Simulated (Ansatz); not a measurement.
(ZnBr2)n: r2SCAN-D4/def2-TZVP single points in Ansatz on relaxed structures, gas phase. Each cluster is the lowest isomer that a short search found in that spin, judged at the geometry's level, and lower ones may exist. Binding counts from free atoms in the multiplicity of their measured ground term, without zero-point energy. Singlets are spin-restricted. The structures are stationary points that may keep the symmetry of their start.

| species | atoms | state | geometry | HOMO (eV) | LUMO (eV) | gap (eV) | binding per atom (eV) | lowest of the spins relaxed | point group (within 0.1 Å) |
| --- | --- | --- | --- | --- | --- | --- | --- | --- | --- |
| ZnBr2 | 3 | singlet | PBE0-D4/def2-TZVP | -7.64 | -2.39 | 5.25 | 2.05 | singlet, of singlet/triplet/quintet | D∞h |
| Zn2Br4 | 6 | singlet | r2SCAN-D4/def2-SVP | -7.38 | -2.39 | 4.99 | 2.23 | – | – |

(1) Estimate the rows for Zn4Br8 (singlet, PBE-D4/def2-SVP geometry).

(1) 
| species | atoms | state | geometry | HOMO (eV) | LUMO (eV) | gap (eV) | binding per atom (eV) | lowest of the spins relaxed | point group (within 0.1 Å) |
| --- | --- | --- | --- | --- | --- | --- | --- | --- | --- |
| Zn4Br8 | 12 | singlet | PBE-D4/def2-SVP | -7.06 | -2.92 | 4.14 | 2.34 | – | C2h |

The gap (eV) runs from 4.14 (Zn4Br8) to 5.25 (ZnBr2). The binding per atom (eV) runs from 2.05 (ZnBr2) to 2.34 (Zn4Br8).
